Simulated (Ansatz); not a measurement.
Reaction (SMILES): FSF → F atom + F[S] (F-S)
B3LYP-D3(BJ)/def2-TZVP geometries, fixed; electronic energies without zero-point terms.
Largest species:
```xyz
3

F     -1.2130    -0.5047     0.0161
S     -0.0057     0.5532     0.0075
F      1.2232    -0.4788    -0.0294
```

Basis-set convergence of the bond dissociation energy at B3LYP with Ansatz (a quantum-chemistry and plane-wave program). All functions are spherical. The program fits the integrals of some runs and decomposes those of others, by size. Open shells are unrestricted. No added dispersion term, no relativity. Functions are those of the species that has most. Reference: the value in aug-cc-pV(5+d)Z, 88.56 kcal/mol, itself unsure by roughly 0.09 kcal/mol (its mean distance from pcseg-4, aug-pcseg-3, aug-cc-pV(Q+d)Z). Deviations are taken from unrounded values.

```
basis        functions
-----------  ---------
pcseg-0             31
pcseg-1             46
aug-pcseg-1         73
pcseg-2             94
aug-pcseg-2        142
pcseg-3            184
aug-pcseg-3        259
pcseg-4            307
```

Which is the smallest pcseg set listed that can be trusted to 1 kcal/mol here, that is, within that of the reference together with its larger relatives (same family, alike in diffuse functions; a set with none to test it counts only in the reference's own line)?

The smallest set listed that lies within 1 kcal/mol of the reference with all its larger relatives (same family, alike in diffuse functions; a set with none counts only in the reference's own line) is aug-pcseg-2 (142 functions, -0.67 kcal/mol off). Value minus reference: pcseg-0 -31.78, pcseg-1 -9.36, aug-pcseg-1 -7.54, pcseg-2 -1.55, aug-pcseg-2 -0.67, pcseg-3 0.00, aug-pcseg-3 0.06, pcseg-4 0.08 kcal/mol.
